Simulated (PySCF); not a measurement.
`CC(C)(CF)[C@H](Cl)Br`, C$_{5}$H$_{9}$BrClF

Geometry (Å), atoms numbered from 1 in this order:
```xyz
17

C    -0.5904   -0.3682   -1.3811
C    -0.0427   -0.0032   -0.0027
C    -0.6512   -0.9030    1.0776
C    -0.4139    1.4559    0.3090
F     0.0674    1.8284    1.5391
C     1.4855   -0.1187    0.0411
Cl    2.2796    0.9315   -1.1619
Br    2.0915   -1.9534   -0.2444
H    -0.1698    0.2774   -2.1487
H    -0.3450   -1.3997   -1.6226
H    -1.6718   -0.2613   -1.3937
H    -0.2507   -0.6495    2.0571
H    -0.4463   -1.9507    0.8753
H    -1.7295   -0.7654    1.1026
H    -1.5011    1.5719    0.3456
H     0.0103    2.1494   -0.4225
H     1.8710    0.1707    1.0203
```

Computed, not measured: GIAO KT3/pcSseg-1 magnetisability, rotational g tensor and spin-rotation constants, non-relativistic, gas phase (PySCF). Geometry: GFN2-xTB.

The calculation is non-relativistic, which matters for the atoms heavier than Zn.

Problem. Give the nuclear spin-rotation constants along the inertial axes (H = +C I·J) beside the isotropic shieldings.

Solution. Rotational constants 1.5462, 0.8131, 0.6734 GHz. A star marks the isotopologue with that one atom substituted, in its own axes.
| atom | isotope | Caa (kHz) | Cbb (kHz) | Ccc (kHz) | mean (kHz) | σ (ppm) |
| --- | --- | --- | --- | --- | --- | --- |
| F5 | 19F | 0.275 | 0.240 | 0.379 | 0.298 | 413.0 |
| Cl7 | 35Cl | 0.437 | 0.110 | 0.263 | 0.270 | 694.3 |
| Br8 | 79Br | 1.077 | 1.479 | 1.934 | 1.496 | 1952.0 |
| H9 | 1H | -0.171 | 0.001 | -0.056 | -0.075 | 30.3 |
| H10 | 1H | 0.006 | -0.080 | -0.063 | -0.046 | 30.0 |
| H11 | 1H | -0.099 | -0.062 | -0.051 | -0.070 | 31.5 |
| H12 | 1H | -0.172 | -0.085 | 0.016 | -0.080 | 30.3 |
| H13 | 1H | 0.001 | -0.065 | -0.073 | -0.046 | 30.1 |
| H14 | 1H | -0.084 | -0.048 | -0.061 | -0.065 | 30.9 |
| H15 | 1H | -0.028 | -0.030 | -0.059 | -0.039 | 27.4 |
| H16 | 1H | -0.132 | 0.045 | -0.066 | -0.051 | 26.6 |
| H17 | 1H | -0.140 | -0.078 | 0.051 | -0.056 | 25.1 |
| C1 | 13C* | 0.237 | 0.123 | 0.086 | 0.149 | 167.4 |
| C2 | 13C* | 0.283 | 0.158 | 0.134 | 0.192 | 135.9 |
| C3 | 13C* | 0.251 | 0.113 | 0.113 | 0.159 | 159.8 |
| C4 | 13C* | 0.423 | 0.235 | 0.132 | 0.263 | 94.9 |
| C6 | 13C* | 0.373 | 0.187 | 0.214 | 0.258 | 88.6 |

For the geometry as given, no vibrational averaging.

Problem. How do the rotational constants and the g tensor change when H9, H10, H11, H12, H13, H14, H15, H16, H17 are replaced by deuterium?

Solution. Constants 1.3736, 0.7586, 0.6347 GHz; g -0.0079, -0.0041, -0.0049, against -0.0085, -0.0043, -0.0053 before.
